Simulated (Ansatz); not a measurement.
Input file for Ansatz (an electronic-structure program): R-SVWN5/def2-TZVPP on CH6GaN (SMILES [CH3][GaH][NH2]), a point of a torsion scan.

Ansatz 0.2 input:
```yaml
crystal:
  periodic: [false, false, false]
  atoms:
    - {symbol: C, position_ang: [-1.54579582, 0.09493310, -0.24834374]}
    - {symbol: Ga, position_ang: [0.25146355, -0.29626844, 0.58611661]}
    - {symbol: N, position_ang: [1.78250196, 0.27127103, -0.25599653]}
    - {symbol: H, position_ang: [-2.30050913, -0.66215409, -0.02544837]}
    - {symbol: H, position_ang: [-1.92167837, 1.05551937, 0.11241647]}
    - {symbol: H, position_ang: [-1.43047323, 0.16936318, -1.33328990]}
    - {symbol: H, position_ang: [0.44398187, -0.88516954, 2.03286776]}
    - {symbol: H, position_ang: [2.02659556, -0.03197445, -1.19291103]}
    - {symbol: H, position_ang: [2.65293277, 0.32859121, 0.26596984]}
basis:
  gaussian:
    orbitals: def2-TZVPP
hamiltonian:
  xc: {name: SVWN5}
scf: {lower_state_search: off}
```

Output:

```
WARN ansatz: RAYON_NUM_THREADS=1 ignored (pool sized by the plan → 1); use --threads N
Functional definition: SVWN5
these checks for a lower state are left out or cut short: stability, starts, cluster_reference, orbital_swaps, neighbouring_geometries, increment
integrals: 0.10 GiB planned
1057 factors; their error is unknown
mean field: 0.71 GiB planned
mean field evaluation 1: about -54877.8728 eV, gradient 1.1e2 eV
mean field evaluation 2: about -54800.6872 eV, gradient 1.8e2 eV
mean field evaluation 4: about -54897.6361 eV, gradient 2.6e1 eV
mean field evaluation 8: about -54899.0692 eV, gradient 1.3e-1 eV
mean field evaluation 16: about -54899.0501 eV, gradient 1.3e-4 eV
mean field -54899.05013490 eV, -2017.5028805450 hartree, gradient 2.2e-6 eV, S^2 0.000000; 0 other end points of the search recorded, 0 dependent functions left out
reference -54899.05017355 eV, -2017.5028819654 hartree; 25, 25 occupied and 169, 169 virtual orbitals, 1057 factors
Total energy: -54899.05017355 eV, -2017.5028819654 hartree
Checks for a lower state left out: stability, starts, cluster_reference, orbital_swaps, neighbouring_geometries, increment
```

The run converged.

Cost: roughly 1.2 core-seconds.
